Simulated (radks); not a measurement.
Coherent X-ray form factor from a spherical all-electron density. Calculated with a radial shooting solver on a logarithmic mesh with Libxc functionals: Dirac Kohn-Sham, PBE, spin-unpolarised, spherical densities, finite nucleus; Fermi nuclear charge, rms radius of each element as measured or else 0.836 A^(1/3) + 0.57 fm.

sin(theta)/lambda (1/angstrom),f0 (electrons)
0.05,53.852
0.1,53.412
0.15,52.692
0.2,51.710
0.25,50.492
0.3,49.068
0.4,45.735
0.5,41.998
0.6,38.133
0.8,30.893
1,25.131
1.25,20.254
1.5,17.284
2,13.740

The species is in the configuration that NIST lists as its ground one. Which atom or ion scatters so?

Answer. The tantalum ion Ta19+, [Kr] 4d10 4f8. Extrapolating in s^2 from the first two rows gives f0(0) = 54.0, near the electron count 54; among species with that count, the fall with angle is slower the higher Z, and the table is that of Z = 73; from so few rows the species is fixed only to a neighbour or two.
